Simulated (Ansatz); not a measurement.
A nudged elastic band was laid between two geometries of BH$_{3}$O$_{2}$Si (7 atoms, charge 0, multiplicity 1).

Theory: RKS r2SCANh/STO-3G (Ansatz 0.2.0).

```
movable images  : 5
climbing image  : yes
spring          : 5.0 eV/Å²
optimiser       : quadratic models (default)
start path      : IDPP
force threshold : 0.05 eV/Å
iteration limit : 60
end points      : relaxed
```

Image 0:

```xyz
7
Properties=species:S:1:pos:R:3
O -1.063 0.681 -1.234
Si 0.063 0.549 0.036
B 1.175 -0.946 0.129
O -0.035 -1.183 0.647
H -1.899 1.058 -0.794
H -0.327 1.346 1.185
H 2.147 -1.573 -0.015
```

Image 6:

```xyz
7
Properties=species:S:1:pos:R:3
O -1.425 0.898 -0.724
Si -0.023 0.642 0.204
B 1.051 -0.884 0.108
O -0.072 -1.100 0.801
H -1.227 0.473 -1.624
H -0.205 1.444 1.392
H 1.963 -1.541 -0.203
```

Which bonds break or form, and what moves?

No bond is made or broken. The dihedral H5–O1–Si2–B3 goes from 140 to -35°.

What energy profile does the band end with?

The forces met the threshold. The highest image is number 3 of 0 to 6, 16.8 kJ/mol above the first end and 24.0 kJ/mol above the last; the last end lies 7.2 kJ/mol below the first. A vibrational analysis at the climbing image gives one clearly imaginary mode, 407i cm⁻¹: a first-order saddle point. Limits of this set-up: minimal basis.

```csv
image,path coordinate (Å),energy (kJ/mol),dihedral H5–O1–Si2–B3 (°)
0,0.00,0.0,140
1,0.34,3.4,115
2,0.68,11.7,90
3,1.02,16.8,62
4,1.38,10.1,29
5,1.74,-2.0,-5
6,2.09,-7.2,-35
```

What is the geometry of the highest image?


```xyz
7
Properties=species:S:1:pos:R:3:forces:R:3
O -1.028 1.111 -1.087 -0.02 0.00 -0.01
Si 0.128 0.657 0.095 0.02 0.04 0.01
B 1.038 -0.967 0.101 -0.03 -0.04 0.02
O -0.194 -1.036 0.641 0.02 0.00 -0.01
H -1.766 0.419 -0.982 0.01 0.00 0.00
H 0.012 1.511 1.265 0.00 0.00 0.00
H 1.871 -1.762 -0.079 0.01 0.01 -0.01
```

What are the harmonic wavenumbers there?

407i, 244, 281, 574, 715, 776, 802, 875, 961, 1112, 1221, 1483, 2612, 3102, 3782 cm⁻¹.

The band took 6 iterations and roughly 60 core-seconds.

Time of the run: 62 s on 1 CPU thread of a shared host.
